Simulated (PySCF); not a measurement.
ClGeH6NSi, SMILES [SiH2]([NH][GeH3])Cl.

Geometry: B3LYP-D3(BJ)/def2-SVP. The geometry has at least one imaginary mode, so it is a saddle point at that level. The structure was generated by enumeration, and PubChem lists no compound with its InChIKey, so it may never have been made. One conformer was computed; it need not be the lowest.

Two levels are set side by side: PBE/def2-TZVP (PySCF) and ωB97X/def2-TZVP (PySCF). Same geometry, gas phase. Differences are taken from unrounded values.

```csv
quantity,ωB97X,PBE,PBE minus ωB97X
orbital gap (eV),11.81,5.14,-6.67
highest occupied level (eV),-9.87,-6.11,3.76
lowest empty level (eV),1.94,-0.97,-2.91
dipole moment (D),2.14,2.01,-0.13
mean polarisability (bohr³),72.4,76.2,3.8
```

Without exact exchange PBE keeps part of each electron's self-repulsion, which lifts occupied levels and narrows the gap. Loosely held outer electrons make PBE densities more polarisable. Differences between two approximate levels are no errors against the true value.

Rough cost on one machine, each run with all the roots and properties that it gave: ωB97X against PBE within a factor of 2.
